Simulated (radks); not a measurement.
Problem. Ionisation ladder of tungsten, from W I to W IV. Each ion is in the ground configuration listed by NIST, and IE = E(next ion) - E(this ion). Method: scalar-relativistic Kohn-Sham, BLYP, spin-unpolarised, spherical densities, point nucleus; computed with a radial shooting solver on a logarithmic mesh with Libxc functionals.

| species | configuration | IE, Delta-SCF (eV) | <r> HOMO (bohr) |
|---|---|---|---|
| W I | [Xe] 4f14 5d4 6s2 | 8.815 | 2.08 |
| W II | [Xe] 4f14 5d4 6s1 | 15.750 | 1.97 |
| W III | [Xe] 4f14 5d4 | ? | 1.89 |
| W IV | [Xe] 4f14 5d3 | ? | 1.77 |

Estimate the withheld Delta-SCF values.

Solution. W III: 25.343 eV (NIST 26.0); W IV: 37.170 eV (NIST 38.2).

Beside tabulated values, note that spin-unpolarised runs miss the spin-polarisation part of the exchange energy of open shells.
